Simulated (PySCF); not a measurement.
Cr: excitation energy

Cr [Ar] 3d5 4s1 (7S) → Cr [Ar] 3d4 4s2 (5D), as a difference of total energies. Computed with PySCF 2.14 in x2c-TZVPPall with one added diffuse shell each of s, p, d, f type (7s6p5d3f1g, 80 functions), with scalar relativity by spin-free X2C-1e. Correlated levels: valence: [Ar] frozen. The calculations carry no spin-orbit coupling.

Problem. Order these methods by the excitation energy they give, lowest first.
A. MP2 (valence)
B. SCS-MP2 (valence)
C. UHF
D. CCSD (valence)

Solution. B (0.094 eV), D (0.807 eV), C (0.863 eV), A (1.036 eV).

Errors of the correlated levels include the incompleteness of this basis and the frozen core.

For comparison: 1.003 eV (measured; NIST levels, between the centres of gravity of the two terms).
